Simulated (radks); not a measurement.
Q: All-electron atom: neutral mercury in [Hg]. Calculated with a radial shooting solver on a logarithmic mesh with Libxc functionals: Dirac Kohn-Sham, LDA (Slater exchange, Perdew-Wang correlation), spin-unpolarised, spherical densities, finite nucleus; Fermi nuclear charge, rms radius 5.4648 fm. Some entries of the table are withheld. Estimate them.

orbital  occ.  eigenvalue (eV)  <r^2> (bohr^2)
1s1/2       2        -82930.14       0.0003815
2s1/2       2        -14688.59        0.005747
2p1/2       2              (1)        0.004056
2p3/2       4              (2)        0.005242
3s1/2       2        -3484.984         0.03731
3p1/2       2        -3219.072         0.03395
3p3/2       4        -2788.252         0.04035
3d3/2       4        -2344.416         0.03088
3d5/2       6        -2252.016         0.03261
4s1/2       2        -765.4527          0.1803
4p1/2       2        -651.2582          0.1834
4p3/2       4        -546.9771          0.2159
4d3/2       4        -359.4547             (3)
4d5/2       6        -340.0085             (4)
5s1/2       2        -118.1692             (5)
4f5/2       6         -98.3955             (6)
4f7/2       8         -94.1983             (7)
5p1/2       2         -80.2856           1.065
5p3/2       4         -61.8061           1.293
5d3/2       4              (8)           2.543
5d5/2       6              (9)           2.817
6s1/2       2             (10)           8.252

A: 
(1) 2p1/2 eigenvalue (eV): -14102.28
(2) 2p3/2 eigenvalue (eV): -12156.79
(3) 4d3/2 <r^2> (bohr^2): 0.2267
(4) 4d5/2 <r^2> (bohr^2): 0.2381
(5) 5s1/2 <r^2> (bohr^2): 0.9122
(6) 4f5/2 <r^2> (bohr^2): 0.2773
(7) 4f7/2 <r^2> (bohr^2): 0.2852
(8) 5d3/2 eigenvalue (eV): -11.2202
(9) 5d5/2 eigenvalue (eV): -9.3703
(10) 6s1/2 eigenvalue (eV): -7.1328
